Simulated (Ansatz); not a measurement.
```xyz
2

B     0.0000    0.0000    0.0000
C     0.0000    0.0000    3.0912
```

Basis set: pcseg-2 (spherical functions). Charge 0, multiplicity 2.

Computed with Ansatz (development build ahead of 0.2.0); each method stands on the lowest determinant of its kind that the runs found. Restricted functionals stand beside restricted open-shell atoms, which can lie above the unrestricted atoms usual in DFT and then raise those values.

Problem. Give the atomization energy at this shape (free ground-state atoms in the same class of orbitals less the molecule, no zero-point energy) of doublet BC by ωB97X (unrestricted), ωB97X (restricted open-shell).

Solution.

```tsv
method	atomization energy
ωB97X (unrestricted)	0.28 eV
ωB97X (restricted open-shell)	-0.77 eV
```

Caution: charge can spread falsely over distant fragments; the shape is not the minimum. Caution for ωB97X (unrestricted): the unrestricted determinant is a mixture of spin states. Caution for ωB97X (restricted open-shell): an unrestricted determinant lies well below.
